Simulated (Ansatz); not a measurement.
B₇H₁₃, relaxed as a singlet with RKS B3LYP-D4/def2-SVP in Ansatz, starting from the GFN2-xTB geometry. Force threshold 0.02 eV/Å.

The structure comes from a short search, and lower isomers may exist.

Start:

```
atom   x (Å)   y (Å)   z (Å)
  B1   0.137   1.010  -0.880
  B2  -0.932  -1.339   0.249
  B3  -1.395   0.157  -0.476
  B4   1.774   0.142  -0.015
  B5   0.267  -0.699  -0.720
  B6   0.705  -1.546   0.976
  B7  -1.092   1.869   0.127
  H8   1.157  -2.634   0.883
  H9  -1.682   2.738  -0.411
 H10   2.688  -0.117  -0.717
 H11  -1.576  -2.318   0.274
 H12   0.199   2.032  -0.120
 H13  -2.332   0.063  -1.183
 H14   0.563  -1.343  -1.660
 H15   0.310  -1.273   2.067
 H16   2.003   1.071   0.682
 H17  -1.184   1.890   1.307
 H18   0.288   1.394  -1.985
 H19   1.739  -0.789   0.896
 H20  -1.639  -0.309   0.706
```

(1) Estimate the energy that the relaxation releases and the steps that it takes.

(2) Does the start keep its bonding?

(3) Predict the relaxed structure.

Results:

(1) 125.6 kJ/mol, in 14 steps; 46 s on 4 threads of Arm Neoverse V1 on a shared host. No frequencies were taken in this run, so the end may be a saddle point.

(2) Bonds formed: B2–H15, B4–B6 (atoms count from 1).

(3) 
Cartesian coordinates in Å:
```
B 0.3117 1.0603 -0.7448
B -0.8985 -1.3547 0.3988
B -1.2170 0.1631 -0.4943
B 1.6339 -0.1107 -0.1187
B 0.2362 -0.8966 -0.8147
B 0.8164 -1.4521 0.7307
B -0.9716 1.7985 0.2766
H 1.3868 -2.4611 1.0232
H -1.7578 2.5817 -0.1923
H 2.7476 -0.2719 -0.5242
H -1.5972 -2.3229 0.4625
H 0.1461 2.3141 -0.0798
H -2.1199 0.0665 -1.2769
H 0.3472 -1.5112 -1.8357
H -0.1981 -1.2436 1.5753
H 1.4629 1.1222 0.0939
H -0.8729 1.6952 1.4789
H 0.5799 1.4762 -1.8386
H 1.5709 -0.4023 1.1824
H -1.6066 -0.2507 0.6977
```
Bond lengths: 12 × B–B 1.72 to 1.96 Å; 16 × B–H 1.20 to 1.37 Å.
